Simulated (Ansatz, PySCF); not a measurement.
Reaction 2 R1 → P1 + P2, each structure at its B3LYP-D3(BJ)/def2-TZVP stationary point, reached from a drawn start (curvature not checked).
P1, Br4Ti (SMILES [Br][Ti]([Br])([Br])[Br]) (charge 0, multiplicity 1):
```xyz
5

Ti     0.0000     0.0000     0.0000
Br     1.3517     1.3325     1.3517
Br     1.3391    -1.3508    -1.3466
Br    -1.3337     1.3580    -1.3445
Br    -1.3571    -1.3398     1.3395
```
R1, Br3Ti (SMILES [Br][Ti]([Br])[Br]) (charge 0, multiplicity 2):
```xyz
4

Ti     0.00041    -0.00031    -0.00055
Br     2.35434    -0.00928    -0.00897
Br    -1.16841     2.04278    -0.00172
Br    -1.18624    -2.03319     0.01114
```
P2, Br2Ti (SMILES [Br][Ti][Br]) (charge 0, multiplicity 3, Z-matrix in Å and degrees):
```
Ti
Br 1 2.4031
Br 1 2.4031 2 179.98
```

P less R. No zero-point or thermal terms; singlets are restricted closed shells; open shells are unrestricted; no spin–orbit coupling. The spin states of the d-block species are the ones drawn and need not be the lowest.

Correlated levels freeze the cores. In cc and def2 sets filled d and f shells under p-block atoms count as core.

Run with Ansatz (a first-principles code); PySCF for the D3/D4 terms. Each number belongs to the level named beside it.

```tsv
level	reaction energy (kJ/mol)
HF/def2-SVP	156.6
PBE-D3(BJ)/def2-TZVPP	45.8
BLYP-D4/def2-TZVPP	47.9
revPBE-D3(BJ)/def2-TZVPP	45.6
revPBE-D4/def2-TZVPP	44.8
BHLYP/def2-TZVPP	90.2
BHLYP-D3(BJ)/def2-TZVPP	84.2
CAM-B3LYP-D3(BJ)/def2-TZVPP	[?]
SCS-MP2/def2-SVP	[?]
```

### Question
What belongs in the gaps?

### Answer

- CAM-B3LYP-D3(BJ)/def2-TZVPP, reaction energy (kJ/mol): 69.7
- SCS-MP2/def2-SVP, reaction energy (kJ/mol): 18.4
